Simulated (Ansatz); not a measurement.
A search over several starts for the lowest SCF solution of the cluster Ag8Te4⁺ at the given spin, in a small basis.

```yaml
crystal:
  periodic: [false, false, false]
  atoms:
    - {symbol: Ag, position_ang: [-1.463271, 0.634457, 2.748785]}
    - {symbol: Ag, position_ang: [0.814990, 1.159035, 1.027759]}
    - {symbol: Ag, position_ang: [2.026217, 0.897513, -1.577149]}
    - {symbol: Ag, position_ang: [-0.412304, 0.089472, -2.687772]}
    - {symbol: Ag, position_ang: [-1.557271, 2.934860, 1.283785]}
    - {symbol: Ag, position_ang: [-0.426939, -2.252883, -1.000209]}
    - {symbol: Ag, position_ang: [2.048003, -1.433029, 0.125364]}
    - {symbol: Ag, position_ang: [-1.716960, 0.319100, -0.124566]}
    - {symbol: Te, position_ang: [1.756603, -1.718305, -2.609218]}
    - {symbol: Te, position_ang: [-1.658942, -2.021121, 1.435836]}
    - {symbol: Te, position_ang: [0.887957, -1.175829, 2.593832]}
    - {symbol: Te, position_ang: [-0.298083, 2.566739, -1.216438]}
basis:
  gaussian: {orbitals: def2-SVP, initial_orbitals: start.molden}
total_charge: 1
magnetization: {spin_polarized: true, initial_magnetization: 1}
hamiltonian: {xc: pbe, dispersion: d4}
output: {orbitals: {seedname: orbitals}}
```

The file start.molden holds the orbitals of an earlier run on this structure, at another level or in another basis.

```sh
$ ansatz run in.yaml --threads 2 --pin off --events-out ev --progress --plain --max-ram 32768MiB --backend cuda --devices 0, --max-vram 18GiB
```

Output, abridged:

```
Functional definition: PBE
  name "PBE"
  cite "Perdew, Burke & Ernzerhof, Phys. Rev. Lett. 77, 3865 (1996) doi:10.1103/PhysRevLett.77.3865"
  parent pbe
  parameter kappa = 0.804
  parameter beta = 0.06672455060314922
  exchange = pbe_x(kappa = kappa, mu = beta*pi^2/3)
  correlation = pbe_c(beta = beta)
3536 factors; their error is unknown
mean field evaluation 1: about -61108.0153 eV, gradient 2.4e2 eV
mean field evaluation 2: about -61135.7087 eV, gradient 3.4e1 eV
mean field evaluation 4: about -61168.1071 eV, gradient 1.0e1 eV
mean field evaluation 8: about -61174.1063 eV, gradient 2.6e-1 eV
mean field evaluation 16: about -61148.2139 eV, gradient 6.5e1 eV
mean field evaluation 32: about -61171.9467 eV, gradient 5.5e0 eV
mean field evaluation 64: about -61172.3973 eV, gradient 2.7e0 eV
mean field -61174.10855305 eV, -2248.1070240245 hartree, gradient 3.2e-5 eV, S^2 0.751917; 5 other end points of the search recorded, 0 dependent functions left out
reference -61174.10861728 eV, -2248.1070263848 hartree; 124, 123 occupied and 228, 229 virtual orbitals, 3536 factors
Total energy: -61176.12064629 eV, -2248.1809670872 hartree
```

It took 36 s on 2 threads of AMD EPYC 7R13 on a shared host and a share (18 GiB) of an NVIDIA H100 80GB HBM3, peak host memory 1.2 GiB.

In the def2 sets Ag, Te take a core potential; there is no spin–orbit coupling. Another isomer (doublet) lies 0.52 eV lower at PBE0-D4/def2-TZVP; other spin states weren't run for this one.
